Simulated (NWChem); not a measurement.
# isotetrasilane (Si4H10); SMILES [SiH3][SiH]([SiH3])[SiH3]

All runs: NWChem. The geometry was optimised at PBE-D3(BJ)/def2-SVP. Total energies compare along this basis series because the functional is fixed.

```json
[
 {"level": "PBE0/cc-pVDZ", "basis functions": "122", "energy (Ha)": "-1163.4631", "highest occupied level (eV)": "-7.98", "orbital gap (eV)": "7.91", "dipole (D)": "0.14"},
 {"level": "PBE0/aug-cc-pVDZ", "basis functions": "198", "energy (Ha)": "-1163.4675", "highest occupied level (eV)": "-7.99", "orbital gap (eV)": "7.64", "dipole (D)": "0.16"},
 {"level": "PBE0/cc-pVTZ", "basis functions": "276", "energy (Ha)": "-1163.5179", "highest occupied level (eV)": "-8.01", "orbital gap (eV)": "___", "dipole (D)": "0.15"}
]
```

Q: Fill in the missing entries.

A: 
- PBE0/cc-pVTZ, orbital gap (eV): 7.76
